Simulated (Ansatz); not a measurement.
Basis sets compared for Ga3P2 (the lowest doublet isomer of a short search). Charge 0, multiplicity 2. Geometry PBE0-D4/def2-SVP. Ansatz on 4 threads of Arm Neoverse V2 on a shared host; times are rough, and most runs start from earlier orbitals.

```
atom   x (Å)   y (Å)   z (Å)
 Ga1   0.122   1.177  -1.684
 Ga2   1.409  -0.986  -0.516
 Ga3  -0.855  -1.604   0.966
  P4   0.654   0.728   1.005
  P5  -1.331   0.685   0.228
```

The structure comes from a short search, and lower isomers may exist.

Binding counts from free atoms (Ga doublet, P quartet) in the same basis, without a counterpoise term.

```csv
level,functions,energy (Eh),HOMO (eV),LUMO (eV),binding per atom (eV),wall time
PBE-D4/def2-SVP,132,-6455.2251,-5.00,-4.44,2.43,3.1 s
PBE-D4/def2-TZVP (with forces),218,-6456.2039,-4.98,-4.41,2.46,6 s
r2SCAN-D4/def2-TZVP,218,-6457.2750,-5.29,-4.36,2.34,17 s
PBE0-D4/def2-SVP,132,-6455.3765,-5.86,-3.77,2.27,5.5 s
PBE0-D4/def2-TZVP,218,-6456.3525,-5.82,-3.71,2.32,16 s
```

(1) Estimate the rows for PBE-D4/def2-TZVPD, r2SCAN-D4/def2-TZVPD, PBE0-D4/def2-TZVPD.

Answers

(1) 
```csv
level,functions,energy (Eh),HOMO (eV),LUMO (eV),binding per atom (eV),wall time
PBE-D4/def2-TZVPD,248,-6456.2053,-4.99,-4.42,2.46,10 s
r2SCAN-D4/def2-TZVPD,248,-6457.2764,-5.28,-4.35,2.34,25 s
PBE0-D4/def2-TZVPD,248,-6456.3538,-5.82,-3.71,2.32,24 s
```
